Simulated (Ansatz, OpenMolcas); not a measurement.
**Worked example: SiH3Br + GeH2(SiH3)2 → SiH2(SiH3)Br + SiH3(GeH3)**

Species: SiH3Br `[SiH3]Br`, singlet; GeH2(SiH3)2, singlet; SiH2(SiH3)Br, singlet; SiH3(GeH3), singlet. The partners trade H for SiH3: Si–H and Ge–SiH3 bonds give way to Si–SiH3 and Ge–H.

Shapes, held fixed at every level: PBE0-D4/def2-TZVP. Programs: Ansatz 0.2.0, OpenMolcas 26.06. A level may come from different programs for different species; with the same settings they agree closely. The zero-point and thermal change to 298 K, harmonic and unscaled (PBE0-D4/def2-TZVP), is -1.4 kJ/mol.

At CCSD(T)/def2-TZVPP; 1 Eh = 2625.50 kJ/mol:

```
     species   energy (Eh)
      SiH3Br  -2863.596019
 GeH2(SiH3)2  -2658.510030
SiH2(SiH3)Br  -3153.851061
  SiH3(GeH3)  -2368.247189
```

Work out ΔH(298 K) of the reaction at this level.


1. Products less reactants: (-3153.851061) + (-2368.247189) − [(-2863.596019) + (-2658.510030)] = 0.007799 Eh = +20.5 kJ/mol.
2. With the thermal change: +20.5 + (-1.4) = +19.1 kJ/mol.

Other levels give +15.1 (PBE0-D4/def2-TZVPP) to +20.7 kJ/mol (MP2/def2-SVP). No measured value is set beside it here. Relativity is left out for Br, Ge. Outer-core shells of Br, Ge are correlated in most correlated rows, in sets that cover them unevenly.
